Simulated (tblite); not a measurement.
Species: C8H10NP.
Structure used (GFN2-xTB), in Å, numbered top down from 1:
```xyz
20
C8H10NP angstrom
C      2.5873   -0.7295    0.8939
C      1.3319   -1.1346    0.4736
C      0.6602   -0.3628   -0.4709
P     -0.9703   -0.8824   -1.1320
C     -1.8868   -1.0660    0.4991
C     -2.1311    0.4454    0.5817
C     -1.8939    0.7392   -0.9042
C      1.3242    0.7475   -0.9856
C      2.5800    1.0597   -0.4932
N      3.2000    0.3474    0.4322
H      3.1343   -1.2941    1.6384
H      0.8842   -2.0326    0.8742
H     -2.8100   -1.6229    0.3338
H     -1.3459   -1.5161    1.3292
H     -3.1135    0.7345    0.9587
H     -1.3698    0.9267    1.1968
H     -1.3580    1.6571   -1.1381
H     -2.8195    0.7125   -1.4809
H      0.8704    1.3572   -1.7535
H      3.1211    1.9243   -0.8563
```

Method: GFN2-xTB as coded in tblite; computed harmonic values from a numerical Hessian at the method's own geometry, unscaled. Errors from tens to a few hundred cm⁻¹ against measured bands are possible. One conformer, not necessarily the lowest.

Harmonic wavenumbers (cm⁻¹): 40.5, 81.2, 161.4, 161.9, 259.7, 285.0, 325.5, 375.6, 467.8, 559.3, 625.5, 678.4, 683.7, 695.4, 718.8, 756.6, 780.0, 832.2, 882.9, 911.3, 920.5, 921.9, 984.9, 996.6, 1007.9, 1036.7, 1098.9, 1118.0, 1121.5, 1145.8, 1164.9, 1199.4, 1209.6, 1211.8, 1260.6, 1281.1, 1282.8, 1366.2, 1438.2, 1439.2, 1445.7, 1489.4, 1544.5, 1568.5, 2964.7, 2976.3, 2982.2, 2989.6, 2997.5, 2998.9, 3050.2, 3051.2, 3070.9, 3072.2.

A = 2597, B = 788.0, C = 722.6 MHz; mass 151.055 u (most abundant isotopes); point group Cs, symmetry number 1.

What is the zero-point energy?

½Σν̃ = 34845 cm⁻¹ = 416.84 kJ/mol.

Entropy at 350 K, 1 bar (ideal gas, RRHO, classical rotation)?

Translation 174.77, rotation 126.54, vibration 125.37: S = 426.7 J/(mol K).

And Cp and H(350 K) − H(0)?

Cp = 183.07 J/(mol K), of which vibrations give 149.81 (their classical limit is 54 R = 449.0); H(350 K) − H(0) = 35.49 kJ/mol without the zero-point energy, 23.85 from vibrations.

Which modes carry the vibrational entropy at 350 K?

40.5 cm⁻¹: 23.23; 81.2 cm⁻¹: 17.48; 161.4 cm⁻¹: 11.88; 161.9 cm⁻¹: 11.85; 259.7 cm⁻¹: 8.15; 285.0 cm⁻¹: 7.46 J/(mol K); the other 48 give 45.32 together.

Blend soft modes into free rotors: weight 1/[1 + (100 cm⁻¹/ν̃)⁴] for the oscillator and the rest for a rotor with moment μB/(μ + B), μ = h/(8π²ν), B = 10⁻⁴⁴ kg m². What vibrational entropy results?

115.64 J/(mol K) in place of 125.37, which changes −T·S at 350 K by +3.41 kJ/mol.

How do the functions run with temperature in this model?

| T (K) | S (J/(mol K)) | Cp (J/(mol K)) | H − H(0) (kJ/mol) | G − H(0) (kJ/mol) | ln q(vib) |
| --- | --- | --- | --- | --- | --- |
| 150 | 319.7 | 87.0 | 8.88 | -39.07 | 2.48 |
| 250 | 374.1 | 132.0 | 19.73 | -73.80 | 4.61 |
| 298.15 | 399.5 | 156.7 | 26.68 | -92.42 | 5.69 |
| 400 | 452.7 | 207.1 | 45.25 | -135.83 | 8.07 |
| 600 | 552.0 | 282.6 | 94.76 | -236.46 | 13.01 |
| 900 | 680.8 | 350.7 | 190.71 | -421.99 | 20.38 |

q(vib) and H(0) count from the zero-point level.

What must be added to the electronic energy to get the Gibbs energy at 350 K and 1 bar?

ZPE + [H(350 K) − H(0)] − T·S = 416.84 + 35.49 − 149.33 = 303.00 kJ/mol.

Hindered rotation and anharmonicity are outside this model. Other conformers, if any are populated, would add a mixing term that is left out.
